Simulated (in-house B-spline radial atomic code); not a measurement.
A run on Dy (an excited or competing configuration) that did not converge. Method: scalar-relativistic (X2C) wB97X, spin-polarised, spherical fractional occupations, exact exchange averaged over the configuration, Fermi nucleus of rms radius 5.2218 fm; computed with an all-electron radial atomic-structure program (B-spline basis).

Command:
```bash
python run_scf.py task.json out
```
Settings (nuclear radius in fm, mass in u):
```
Z                66
configuration    [Kr] 4d10 4f10 5s2 5p5 5f1 6s2
hamiltonian      x2c
method           wb97x
spin_polarised   True
nucleus          fermi
rms_radius       5.2218
atomic_mass      163.92918
speed_of_light   137.035999084
exact_exchange   averaged over the configuration
```

First and last ten iterations of the last attempt (damped for 15 steps, keeping 80 % of the old Fock matrix, then DIIS):
```
 iter        energy (Eh)    residual
    1      -12095.624149    7.95e-01
    2      -12108.063459    1.55e+00
    3      -12132.255435    9.63e-01
    4      -12145.488817    1.00e+00
    5      -12152.989784    2.81e-01
    6      -12154.576636    1.98e-01
    7      -12155.338253    1.39e-01
    8      -12155.735012    1.01e-01
    9      -12155.965837    7.47e-02
   10      -12156.111074    5.60e-02
  111      -12156.397889    2.94e-04
  112      -12156.397881    3.25e-04
  113      -12156.397875    5.59e-04
  114      -12156.397941    9.62e-04
  115      -12156.397943    2.75e-04
  116      -12156.397936    4.51e-04
  117      -12156.397932    5.09e-04
  118      -12156.397932    5.36e-04
  119      -12156.397940    1.44e-04
  120      -12156.397948    2.35e-04
 not converged after 120 iterations
```

The smallest residual met was 1.4e-04; the threshold is about 7e-07. No energy from this run should be used. Time taken, with all properties: 56 s on 1 thread of Intel(R) Xeon(R) 6975P-C (shared host).
